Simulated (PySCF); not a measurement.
Isomers of C8H7NO. Computed with TDDFT CAM-B3LYP/def2-SVPD, vertical, gas phase, core orbitals frozen in the response in PySCF. Geometries: PBE0-D3(BJ)/def2-SVP; one conformer of each isolated species.

A. `Oc1cccc2cc[nH]c12`
B. `C=Nc1ccc(C=O)cc1`
C. `Cc1nc2ccccc2o1`

Lowest singlet levels (six at most, fewer where fewer were computed) with oscillator strengths:

1. 3.90 eV (f 0.000); 4.25 eV (f 0.165); 4.86 eV (f 0.008); 5.20 eV (f 0.293); 5.96 eV (f 0.092); 6.07 eV (f 0.137)
2. 5.20 eV (f 0.082); 5.65 eV (f 0.172); 6.28 eV (f 0.001); 6.54 eV (f 0.357); 6.77 eV (f 0.000); 6.85 eV (f 0.577)
3. 4.96 eV (f 0.063); 5.17 eV (f 0.064); 5.36 eV (f 0.000); 6.00 eV (f 0.001); 6.17 eV (f 0.005); 6.25 eV (f 0.001)

Question: Which spectrum belongs to which structure?

Answer: 1 = B, 2 = C, 3 = A.
- A: S1 at 4.96 eV, HOMO→LUMO (57%), HOMO-1→LUMO (19%), HOMO→LUMO+3 (15%); Löwdin shares by element: HOMO carbon 54% or more (atoms not listed hold the other 46%); LUMO carbon 56% or more (atoms not listed hold the other 44%); HOMO -6.91 and LUMO 0.83 eV; point group Cs, 1 of its 6 listed states under f = 0.0005.
- B: S1 at 3.90 eV, HOMO-1→LUMO (73%), HOMO-1→LUMO+1 (11%); Löwdin shares by element: HOMO carbon 41% or more, nitrogen 21% (atoms not listed hold the other 38%); LUMO carbon 37% or more, oxygen 13% (atoms not listed hold the other 50%); HOMO -8.31 and LUMO -1.10 eV.
- C: S1 at 5.20 eV, HOMO→LUMO (40%), HOMO-1→LUMO (30%), HOMO→LUMO+1 (18%); Löwdin shares by element: HOMO carbon 57% or more (atoms not listed hold the other 43%); LUMO carbon 58% or more (atoms not listed hold the other 42%); HOMO -8.02 and LUMO 0.22 eV; point group Cs, 1 of its 6 listed states under f = 0.0005.
